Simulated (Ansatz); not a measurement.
Harmonic frequencies (cm⁻¹) at PBE0-D4/def2-TZVP from Ansatz: 190, 332, 392, 694, 766, 829, 968, 1013, 1031, 1118, 1251, 1336, 1400, 1458, 1478, 1499, 2740, 3044, 3112, 3120, 3138.

(1) Which molecule is it?
A. `CC1BO1`
B. `BC(=C)O`
C. `BCC=O`
D. `BC1CO1`

Answers

(1) A.
